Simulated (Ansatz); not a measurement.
A nudged elastic band was laid between two geometries of CH5FGe (8 atoms, charge 0, multiplicity 1).

All numbers below come from RKS PBE/def2-SVP in Ansatz.

```
movable images  : 7
climbing image  : yes
spring          : 5.0 eV/Å²
optimiser       : quadratic models (default)
start path      : through a guess of the saddle point
force threshold : 0.05 eV/Å
iteration limit : 60
end points      : relaxed
```

Image 0:

```xyz
8
Properties=species:S:1:pos:R:3
Ge 0.216 0.031 0.048
F -0.018 -0.082 1.796
H 1.745 0.197 -0.168
C -0.804 1.575 -0.575
H -1.882 1.431 -0.369
H -0.460 2.493 -0.060
H -0.663 1.705 -1.667
H -0.305 -1.309 -0.540
```

Image 8:

```xyz
8
Properties=species:S:1:pos:R:3
Ge 0.041 -0.214 -0.699
F 1.335 0.256 1.256
H 1.980 -0.107 0.660
C -0.947 1.533 -0.718
H -1.893 1.390 -1.284
H -1.231 1.835 0.312
H -0.366 2.345 -1.198
H -1.090 -0.996 0.138
```

Task: What changes between the two ends?

Result: Bonds broken: Ge1–F2, Ge1–H3. Bonds formed: F2–H3. CH5FGe becomes CH4Ge + FH.

Task: Give the energies along the band, and the barrier.

Result: It converged. The highest image is number 5 of 0 to 8, 2.37 eV above the first end and 0.38 eV above the last; the last end lies 2.00 eV above the first. A vibrational analysis at the climbing image gives 2 clearly imaginary modes (1021i, 99i cm⁻¹): a point of higher order. A lower path may pass nearby, or the ends, which weren't checked, may share the extra mode. The orbitals stay closed-shell, which can raise the energy where a bond breaks towards radicals; this wasn't checked here.

| image | path coordinate (Å) | energy (eV) | Ge1–F2 (Å) | Ge1–H3 (Å) | F2–H3 (Å) |
| --- | --- | --- | --- | --- | --- |
| 0 | 0.00 | 0.00 | 1.77 | 1.55 | 2.65 |
| 1 | 0.47 | 0.01 | 1.77 | 1.55 | 2.65 |
| 2 | 0.94 | 0.02 | 1.77 | 1.55 | 2.63 |
| 3 | 1.42 | 0.33 | 1.77 | 1.54 | 2.28 |
| 4 | 1.89 | 1.48 | 1.87 | 1.54 | 1.77 |
| 5 | 2.36 | 2.37 | 2.09 | 1.66 | 1.26 |
| 6 | 2.87 | 2.03 | 2.38 | 2.13 | 0.97 |
| 7 | 3.38 | 2.00 | 2.40 | 2.33 | 0.95 |
| 8 | 3.90 | 2.00 | 2.39 | 2.37 | 0.95 |

Task: What is the geometry of the highest image?

Result: 
```xyz
8
Properties=species:S:1:pos:R:3
Ge 0.209 -0.073 -0.427
F 0.925 0.187 1.516
H 1.605 -0.035 0.473
C -0.881 1.557 -0.697
H -1.951 1.335 -0.862
H -0.770 2.155 0.232
H -0.487 2.161 -1.538
H -0.821 -1.247 -0.230
```

The run took 70 s on 2 threads of Arm Neoverse V1, with other jobs on the host, peak memory 0.12 GiB.
